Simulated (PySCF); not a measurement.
A species of formula C8H14F2 has this rotational fingerprint, computed with PBE0/pcSseg-1 in PySCF (dipole) on a GFN2-xTB geometry, gas phase:

* Rotational constants: A = 1511, B = 836.4, C = 689.8 MHz
* Dipole components: |μa| = 2.45 D, |μb| = 0.62 D, |μc| = 0.36 D
* Inertial defect: -206.06 u·Å²
* κ: -0.64

Question: Which candidate fits, each taken in the one conformer that was computed?
A. `[F:1][CH:2]([F:3])[CH:4]1[CH2:5][CH2:6][CH2:7][CH2:8][CH2:9][CH2:10]1` with F1–C2–C4–C5 -57°, C2–C4–C5–C6 -162°, C4–C5–C6–C7 -40°, C5–C6–C7–C8 89°, C6–C7–C8–C9 -72°
B. `[F:1][C@H:2]1[CH2:3][CH2:4][CH2:5][C@@H:6]([F:7])[CH2:8][CH2:9][CH2:10]1` with F1–C2–C3–C4 -173°, C2–C3–C4–C5 44°, C3–C4–C5–C6 -100°, C4–C5–C6–F7 -59°
C. `[CH2:1]=[C:2]([CH2:3][CH3:4])[C:5]([CH3:6])([CH3:7])[CH:8]([F:9])[F:10]` with C1–C2–C3–C4 -12°, C1–C2–C5–C6 -13°, C2–C5–C8–F9 172°
D. `[CH3:1]/[CH:2]=[CH:3]/[C:4]([CH3:5])([CH3:6])[CH2:7][CH:8]([F:9])[F:10]` with C2–C3–C4–C5 -1°, C3–C4–C7–C8 60°, C4–C7–C8–F9 -159°

Answer: D. It is C/C=C/C(C)(C)CC(F)F, an asymmetric top, point group C1. The candidates at the same level (rigid rotor, commonest isotopes):

```tsv
SMILES	A (MHz)	B (MHz)	C (MHz)	μa (D)	μb (D)	μc (D)	Δ (u·Å²)	point group	rotor
FC(F)C1CCCCCC1	2340	820.1	713.2	2.01	0.94	0.61	-123.62	C1	asymmetric top
F[C@H]1CCC[C@@H](F)CCC1	2097	947.0	764.9	0.88	0.00	0.84	-113.94	Cs	asymmetric top
C/C=C/C(C)(C)CC(F)F	1511	836.4	689.8	2.45	0.62	0.36	-206.06	C1	asymmetric top
C=C(CC)C(C)(C)C(F)F	1887	974.7	776.8	1.29	1.06	0.25	-135.83	C1	asymmetric top
```

`C=C(CC)C(C)(C)C(F)F` has A 25 % too high; `F[C@H]1CCC[C@@H](F)CCC1` has A 39 % too high; `FC(F)C1CCCCCC1` has A 55 % too high. No structure here is proved a minimum.
